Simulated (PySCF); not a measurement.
An EPR property job and its printed output. Input:

```
{"job": {"kind": "epr", "basis": "pcH-1"}, "charge": 0, "multiplicity": 2}
C     -2.551864     1.412278    -0.131032
C     -1.632231     0.508078     0.010802
C     -1.517050    -0.947121     0.127657
C     -0.344918    -1.516766    -0.685946
C      1.002772    -0.993537    -0.190455
C      1.157926     0.497730    -0.466931
C      2.309885     1.127772     0.299370
H     -2.323476     2.466218    -0.188711
H     -3.618420     1.181793    -0.193069
H     -1.373007    -1.204085     1.182666
H     -2.446927    -1.429317    -0.210362
H     -0.474269    -1.251383    -1.737500
H     -0.363060    -2.606216    -0.608450
H      1.807607    -1.549995    -0.678046
H      1.081272    -1.172321     0.885164
H      1.286624     0.662082    -1.539100
H      0.190894     0.969000    -0.175501
H      2.391205     2.187478     0.067801
H      3.251406     0.647007     0.037140
H      2.160484     1.021982     1.372073
```

The calculation used UKS B3LYP, pcH-1 on C H, non-relativistic, mean-field spin-orbit, GIAO (PySCF 2.14.0). Isolated species at its GFN2-xTB geometry (one conformer only). The geometry wasn't refined by DFT: couplings that depend on bond lengths, twists or pyramidal angles can differ widely from those at the functional's own minimum.

Output of the driver script. Atoms in this output count from 0.

```
UKS, coarse grid
  cycle   1  E = -274.42644309  |g| = 3.69e-01
  cycle   2  E = -274.40594149  |g| = 4.27e-01
  cycle   3  E = -274.50229761  |g| = 3.59e-02
  cycle   4  E = -274.50275695  |g| = 2.46e-02
  cycle   5  E = -274.50308722  |g| = 7.31e-03
  cycle   6  E = -274.50312326  |g| = 4.34e-03
  cycle   7  E = -274.50314026  |g| = 1.94e-03
  cycle   8  E = -274.50314788  |g| = 7.00e-04
UKS, final grid
  cycle   1  E = -274.50312907  |g| = 5.87e-04
  cycle   2  E = -274.50312933  |g| = 7.86e-04
  cycle   3  E = -274.50312969  |g| = 2.34e-04
  cycle   4  E = -274.50312982  |g| = 1.79e-04
  cycle   5  E = -274.50312989  |g| = 4.39e-05
  cycle   6  E = -274.50312989  |g| = 5.51e-06
E = -274.50312989 Eh   <S^2> = 0.7589 (exact 0.7500)
g shifts (ppm)      1          2          3
  rmc          -163       -163       -163
  gc             32         13         69
  oz_so        -654        -12        616
  total        -785       -162        521
hyperfine (MHz)  atom isotope    a_iso     a_fc   dipolar eigenvalues
    0   13C       1.73       1.73    -17.53      1.37     16.15
    1   13C     309.74     309.74    -78.54    -58.88    137.42
    2   13C      17.75      17.75     -4.85     -3.94      8.79
    3   13C      12.14      12.14     -2.78     -1.28      4.07
    4   13C      -4.05      -4.05     -0.93     -0.63      1.56
    5   13C      66.62      66.62    -11.42    -11.04     22.46
    6   13C       1.61       1.61     -1.08     -0.99      2.07
    7    1H      97.56      97.56     -5.99     -5.11     11.10
    8    1H     161.40     161.40     -4.48     -1.86      6.34
    9    1H       9.41       9.41     -6.24     -4.53     10.77
   10    1H     115.55     115.55     -5.41     -1.73      7.15
   11    1H      -1.69      -1.69     -3.25     -2.54      5.79
   12    1H      -2.59      -2.59     -2.52     -1.48      4.00
   13    1H      11.23      11.23     -1.50     -1.07      2.57
   14    1H       1.05       1.05     -2.52     -1.63      4.16
   15    1H      -2.79      -2.79     -5.90     -1.59      7.50
   16    1H     -12.99     -12.99    -27.79    -22.31     50.10
   17    1H       0.81       0.81     -1.80     -1.17      2.97
   18    1H      13.20      13.20     -1.46     -0.71      2.17
   19    1H       1.46       1.46     -1.99     -1.14      3.13
```

|g| in the SCF lines is the orbital gradient. In the g block, columns 1 to 3 are the principal axes in rising order; rmc is the relativistic mass correction, gc the gauge correction and oz_so the orbital-Zeeman/spin–orbit term. a_fc is the Fermi-contact part of a_iso, here all of it, since this run has no spin–orbit term in the hyperfine coupling.

(1) What does the output say about convergence, stability and spin contamination?

(2) What are the principal g values and g_iso?

(3) Which couplings shape the isotropic spectrum at natural abundance (0.05 mT or more)? Keep the log's numbering.

(4) What are the principal values of the full tensor of atom 1 (13C)?

## Answers

(1) The SCF converged after 14 cycles in all, 8 of them on the coarse grid; no stability test was run. ⟨S²⟩ = 0.7589 against the exact 0.7500, so spin contamination is small.

(2) Adding the total shifts to 2.002319 gives 2.00153, 2.00216, 2.00284; their mean shift is -142 ppm, so g_iso = 2.00218.

(3) atom 8 (1H, I = 1/2): 161.4 MHz = 5.76 mT in magnitude, a 1:1 doublet; atom 7 (1H, I = 1/2): 97.6 MHz = 3.48 mT in magnitude, a 1:1 doublet; atoms 9, 10 (1H, I = 1/2): mean 62.5 MHz = 2.23 mT in magnitude, a 1:2:1 triplet; atoms 15, 16 (1H, I = 1/2): mean -7.9 MHz = 0.28 mT in magnitude, a 1:2:1 triplet; atoms 13, 14 (1H, I = 1/2): mean 6.1 MHz = 0.22 mT in magnitude, a 1:2:1 triplet; atoms 17, 18, 19 (1H, I = 1/2): mean 5.2 MHz = 0.18 mT in magnitude, a 1:3:3:1 quartet; atoms 11, 12 (1H, I = 1/2): mean -2.1 MHz = 0.08 mT in magnitude, a 1:2:1 triplet. Together 1296 lines to first order. Means are taken over nuclei equivalent by connectivity, which assumes that they swap fast. The three 1H nuclei of mean +5.2 MHz run from 0.8 to 13.2 MHz in the frozen geometry. The 1H value of +62.5 MHz is a mean of couplings from 9.4 to 115.6 MHz in this one geometry, not an average over conformers. The 1H value of -7.9 MHz is a mean of couplings from -13.0 to -2.8 MHz in this one geometry, not an average over conformers.

(4) a_iso plus each dipolar eigenvalue: 231.20, 250.86, 447.17 MHz.

The species is `C=[C]CCCCC` [radical]. The run used 305 basis functions and 5 iterations of the response equations.

Shape of the structure used: `[CH2:1]=[C:2][CH2:3][CH2:4][CH2:5][CH2:6][CH3:7]`: C1–C2–C3–C4 138°, C2–C3–C4–C5 63°, C3–C4–C5–C6 -68°, C4–C5–C6–C7 166°.
Labels such as C1 count atoms from 1, the log's own numbers from 0.
